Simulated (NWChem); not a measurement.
# GeNH₂F, singlet; SMILES [NH2][Ge][F]

```xyz
5

Ge    -0.4540     0.0087     0.0000
F      0.7098     1.3389     0.0000
N      0.8157    -1.2829     0.0000
H      1.8100    -1.0700     0.0000
H      0.6208    -2.2784     0.0000
```
Atoms are numbered in this order, from 1.

Computed with NWChem. Low-valent species are run as closed-shell singlets; no triplet was tried in these runs. Structure relaxed at the PBE0/def2-SVP level. Ions are spin-unrestricted doublets at the neutral geometry; other ion states weren't tried. Functional: LC-ωPBE (HJS hole) with def2-SVP; rows give the range parameter ω in 1/bohr.

```
range parameter (1/bohr)  vertical ionisation energy, ΔSCF (eV)  −ε(HOMO) (eV)  ΔSCF minus −ε(HOMO) (eV)
------------------------  -------------------------------------  -------------  ------------------------
0.05                                                       9.90           7.06                      2.84
0.10                                                       9.92           7.77                      2.15
0.20                                                       9.99           8.90                      1.09
0.30                                                      10.09           9.66                      0.43
0.50                                                      10.23          10.49                     -0.26
```
